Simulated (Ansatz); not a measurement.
`[F][Ga]([F])[Br]` + HCl → `[F][Ga]([F])[Cl]` + HBr at 400 K and 1 bar (ligand exchange at a Ga–Br bond).

Gas-phase electronic energies from Ansatz, PBE0-D4/def2-TZVP geometries. CCSD(T)/CBS adds triple-zeta CCSD(T) − MP2 to the extrapolated MP2 energy (def2 sets, frozen cores). This one scheme is used for every species. For Br, Ga outer-core shells are correlated without core-valence functions, which leaves a few kJ/mol of doubt a bond. Scalar relativity is left out up to krypton.

```tsv
species	CCSD(T)/CBS energy (Eh)	H − E (kJ/mol)	S (J/(mol·K))
`[F][Ga]([F])[Br]`	-4696.97905	37.2	345.7
HCl	-460.38127	29.6	195.4
`[F][Ga]([F])[Cl]`	-2583.43598	37.6	333.8
HBr	-2573.91920	27.6	207.2
```

H − E and S are ideal-gas, rigid-rotor, harmonic terms from PBE0-D4/def2-TZVP. 1 Eh = 2625.50 kJ/mol, R = 8.31446 J/(mol·K).

Task: By hand: ΔE, ΔH, ΔS and ΔG.

Result: ΔE = (-2583.43598) + (-2573.91920) − (-4696.97905) − (-460.38127) = 0.00514 Eh = 13.5 kJ/mol. Δ(H − E) = 37.6 + 27.6 − 37.2 − 29.6 = -1.6, so ΔH = 11.9 kJ/mol. ΔS = 333.8 + 207.2 − 345.7 − 195.4 = -0.1 J/(mol·K). ΔG = 11.9 − 400 × (-0.1)/1000 = 11.9 kJ/mol.

Task: By hand: the equilibrium constant, and the temperature at which ΔG would vanish if ΔH and ΔS stayed fixed.

Result: log₁₀ K = −ΔG/(RT ln 10) = -1.6. ΔH and −TΔS have one sign here, so there is no such temperature.

The number of gas molecules stays the same, so ΔS is small and ΔH decides. A doubt of 5 kJ/mol in ΔE shifts log₁₀ K by 0.7 here. These are equilibria of isolated gas molecules and say nothing of rates. Largest T1 diagnostic: 0.014 (customary marks: 0.02 for closed shells, 0.045 for open ones).

ΔS is within the doubt of such terms, so its sign, and with it that verdict, could turn.
